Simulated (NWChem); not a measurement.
## Excited singlets of CH2Cl (+1) by symmetry

```xyz
4

C      0.0000     0.0000    -1.0492
Cl     0.0000     0.0000     0.5575
H      0.9708     0.0000    -1.5911
H     -0.9708     0.0000    -1.5911
```
Charge +1, spin multiplicity 1.

Program: NWChem. Structure: optimised with PBE/def2-SVP, a minimum by its harmonic frequencies.

Basis set: def2-SVPD. Symmetry labels belong to the abelian group C2v used in the runs, with the axes of the coordinates shown. Entries are the lowest vertical excitation energy of each symmetry in eV (for CIS and TDDFT among the lowest few roots); a state of one symmetry need not have the same character in every method. Symmetries that some method's roots don't reach, or where a double excitation leads the EOM-CCSD root, are left out.

The correlated methods keep 6 core orbitals frozen. B3LYP has NWChem's definition, with VWN1-RPA local correlation. The spin multiplicity of the parent species was assumed, not shown to be that of its ground state. The structure started from a generated list of species. Coupled-cluster values serve here as a point of comparison, not as the truth.

```csv
method,a2,a1,b2,b1
CIS,4.55,7.79,8.19,10.11
TD-PBE,3.14,7.20,7.52,9.05
TD-B3LYP,3.38,7.14,7.60,9.26
TD-CAM-B3LYP,3.45,7.15,7.63,9.37
EOM-CCSD,3.51,6.91,7.87,9.68
```
